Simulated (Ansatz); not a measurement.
## Group exchange: C2H2F4 + HOI → C2H2F3I + HOF

Species: C2H2F4 (norflurane) `FCC(F)(F)F`, singlet; HOI (hypoiodous acid) `OI`, singlet; C2H2F3I (1,1,1-trifluoro-2-iodoethane) `FC(F)(F)CI`, singlet; HOF (hypofluorous acid) `OF`, singlet. The partners trade F for I: C–F and O–I bonds give way to C–I and O–F.

Shapes, held fixed at every level: PBE0-D4/def2-TZVP. Programs: Ansatz 0.2.0. The zero-point and thermal change to 298 K, harmonic and unscaled (PBE0-D4/def2-TZVP), is -2.3 kJ/mol.

| level | kind | ΔH(298 K) (kJ/mol) | less CCSD(T)/def2-TZVPP |
| --- | --- | --- | --- |
| HF/def2-SVP | Hartree–Fock | +245.7 | +25.2 |
| SPW92/def2-TZVPP | LDA | +223.8 | +3.3 |
| PBE-D4/def2-TZVPP | GGA | +212.4 | -8.1 |
| r2SCAN-D4/def2-TZVPP | meta-GGA | +222.1 | +1.6 |
| BHLYP-D4/def2-TZVPP | global hybrid | +238.2 | +17.7 |
| wB97M-V/def2-TZVPP | range-separated hybrid | +224.9 | +4.4 |
| MP2/def2-TZVPP | perturbation theory | +227.7 | +7.2 |
| CCSD(T)/def2-TZVPP | coupled cluster or CI | +220.5 | 0.0 |

The highest level, CCSD(T)/def2-TZVPP, gives ΔH(298 K) = +220.5 kJ/mol; the levels span +212.4 to +245.7. The column of differences is taken from that level and isn't an error. No measured value is set beside it here. For atoms past krypton def2 sets carry core potentials with scalar relativity. Outer-core shells of I are correlated, in sets that cover them unevenly.
